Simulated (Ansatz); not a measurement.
**Relative stability**

The two ends of one reaction step of BNH3BrF2, closed shell (PBE0-D4/def2-TZVP).

A:

```
8
angstrom
B -1.0761 0.4331 -0.2749
Br 2.7630 -0.8331 -0.9758
F -1.8618 -0.3968 -0.9428
F -1.1027 1.7187 -0.5893
H 1.5119 -0.4847 -0.3547
N -0.2052 -0.0456 0.7197
H -0.2969 -0.9814 1.0779
H 0.2679 0.5899 1.3399
```

B:

| atom | x (Å) | y (Å) | z (Å) |
| --- | --- | --- | --- |
| B1 | -0.2528 | 0.2560 | -0.7183 |
| Br2 | 1.1683 | -0.6650 | -1.8378 |
| F3 | -1.5004 | -0.2361 | -0.9384 |
| F4 | -0.1570 | 1.6112 | -0.7528 |
| H5 | 1.0615 | 0.1458 | 1.0447 |
| N6 | 0.1231 | -0.1718 | 0.8191 |
| H7 | 0.0960 | -1.1833 | 0.9110 |
| H8 | -0.5386 | 0.2432 | 1.4724 |

Ansatz 0.2.0; basis: def2-TZVPP; cores frozen in the correlated methods. Filled d shells of the heavier atoms are correlated. The def2 sets are not built for correlating such inner shells, so the correlated values are less sure here. B3LYP uses VWN-RPA correlation.

(1) Which structure is lower at CCSD(T), and by how much? (To be estimated.)

No T1 diagnostic of these runs exceeds 0.010.

## Answers

(1) The calculation gives: B, by 45.6 kJ/mol (electronic energy, against the other). By their contacts, A is a complex of BNH₂F₂ ([NH2][B]([F])[F]) + HBr and B is BNH₃BrF₂ ([NH3][B]([F])([F])[Br]).

All methods give the same order:

```json
{"method": "SPW92", "E(B) − E(A) (kJ/mol)": "-59.4"}
{"method": "PBE-D4", "E(B) − E(A) (kJ/mol)": "-42.6"}
{"method": "BLYP-D4", "E(B) − E(A) (kJ/mol)": "-25.9"}
{"method": "r2SCAN-D4", "E(B) − E(A) (kJ/mol)": "-47.6"}
{"method": "B97M-V", "E(B) − E(A) (kJ/mol)": "-38.5"}
{"method": "PBE0-D4", "E(B) − E(A) (kJ/mol)": "-48.6"}
{"method": "B3LYP-D4", "E(B) − E(A) (kJ/mol)": "-32.2"}
{"method": "r2SCAN0-D4", "E(B) − E(A) (kJ/mol)": "-51.2"}
{"method": "BHLYP-D4", "E(B) − E(A) (kJ/mol)": "-38.7"}
{"method": "CAM-B3LYP-D4", "E(B) − E(A) (kJ/mol)": "-36.2"}
{"method": "wB97X-V", "E(B) − E(A) (kJ/mol)": "-48.7"}
{"method": "wB97M-V", "E(B) − E(A) (kJ/mol)": "-46.8"}
{"method": "B2PLYP", "E(B) − E(A) (kJ/mol)": "-35.7"}
{"method": "PBE-QIDH", "E(B) − E(A) (kJ/mol)": "-53.5"}
{"method": "RPA on PBE", "E(B) − E(A) (kJ/mol)": "-43.9"}
{"method": "HF", "E(B) − E(A) (kJ/mol)": "-24.3"}
{"method": "MP2", "E(B) − E(A) (kJ/mol)": "-50.6"}
{"method": "CCSD", "E(B) − E(A) (kJ/mol)": "-42.8"}
{"method": "CCSD(T)", "E(B) − E(A) (kJ/mol)": "-45.6"}
```

Labels in which every atom is bracketed show which atoms are joined, not bond orders.

For scale, one of the runs: CCSD(T)/def2-TZVPP, 214 basis functions, launched by `ansatz run in.yaml --threads 8 --pin off --events-out ev --progress --plain --max-ram 19148MiB`. The run took 51 s on 8 CPU threads of an Intel Xeon Platinum 8488C (shared host), with 3.6 GiB of host memory at its peak.
